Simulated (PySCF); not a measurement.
Species: C6H8NO (doublet state).
Numbering: `[CH3:1][CH2:2][C:3]1[CH:4]=[C:5]1[NH:6][CH:7]=[O:8]` (hydrogens: H9, H10, H11 on C1; H12, H13 on C2; H14 on C4; H15 on N6; H16 on C7)

Cartesian coordinates in Å at the GFN2-xTB level; atoms count from 1:
```
atom  x, y, z in Å
C1    -2.553    0.799   -0.733
C2    -1.641   -0.416   -0.588
C3    -0.412   -0.094    0.142
C4     0.351    0.796    0.765
C5     0.885   -0.561    0.651
N6     2.027   -1.017    0.017
C7     3.225   -0.367    0.041
O8     3.401    0.760    0.446
H9    -2.042    1.593   -1.271
H10   -2.839    1.177    0.245
H11   -3.455    0.533   -1.280
H12   -2.163   -1.219   -0.056
H13   -1.371   -0.810   -1.574
H14    0.538    1.799    1.061
H15    2.004   -1.966   -0.332
H16    4.037   -0.998   -0.364
```

The hyperfine couplings belong to this conformer and change with its torsions.

Level of theory: UKS B3LYP, pcH-1 on C H N O, non-relativistic, mean-field spin-orbit, GIAO in PySCF 2.14.0. Geometry: GFN2-xTB, one conformer, isolated molecule. The geometry wasn't refined by DFT: couplings that depend on bond lengths, twists or pyramidal angles can differ widely from those at the functional's own minimum. The SCF solution wasn't tested for stability.

(1) Where do the isotropic ENDOR lines of C5, C3, C2, C1, C7, C4, N6, H12/H13, H14 and H15 fall at 3346.3 mT, to first order?

(2) Which pairs are centred on the nuclear Larmor frequency, and which on half the coupling?

(3) At what field would the lower line of H12/H13 fall to zero frequency?

Answers

(1) ν± = |νn ± a/2|, one line for each electron-spin manifold; νn = |g_N| × 7.62259 MHz/T × B.

| nuclei | isotope | g_N | νn (MHz) | a_iso (MHz) | lower line (MHz) | upper line (MHz) |
| --- | --- | --- | --- | --- | --- | --- |
| C5 | 13C | 1.4048 | 35.83 | 400.58 | 164.46 | 236.12 |
| C3 | 13C | 1.4048 | 35.83 | 19.88 | 25.90 | 45.77 |
| C2 | 13C | 1.4048 | 35.83 | -5.99 | 32.84 | 38.83 |
| C1 | 13C | 1.4048 | 35.83 | 3.89 | 33.89 | 37.78 |
| C7 | 13C | 1.4048 | 35.83 | 3.74 | 33.96 | 37.71 |
| C4 | 13C | 1.4048 | 35.83 | -1.28 | 35.19 | 36.47 |
| N6 | 14N | 0.4038 | 10.30 | 24.11 | 1.75 | 22.35 |
| H12/H13 | 1H | 5.5857 | 142.48 | 10.48 | 137.24 | 147.72 |
| H14 | 1H | 5.5857 | 142.48 | -7.91 | 138.52 | 146.43 |
| H15 | 1H | 5.5857 | 142.48 | -3.33 | 140.81 | 144.14 |

The rows for 13C, of low natural abundance, apply to labelled samples.

(2) Centred on νn, since |a| < 2νn: C3, C2, C1, C7, C4, H12/H13, H14 and H15. Centred on |a|/2 and split by 2νn: C5 and N6.

(3) Where νn = |a|/2, that is B = 5.24 MHz/(5.5857 × 7.62259 MHz/T) = 123 mT, as far as first order holds there.

Couplings of abundant isotopes left out: H16 (1.0 MHz).

Means are taken over nuclei equivalent by connectivity, which assumes that they swap fast. The 1H value of +10.5 MHz is a mean of couplings from 3.3 to 17.7 MHz in this one geometry, not an average over conformers.

The run took 58 s of wall time (with the writing of density and orbital grids) on one thread, Arm Neoverse V2 (aarch64), no GPU (shared host), and the process peaked at 1.1 GiB of memory.

The SMILES draws the unpaired electron on C3; the largest computed Mulliken spin population is on C5 (0.72 against 0.08).
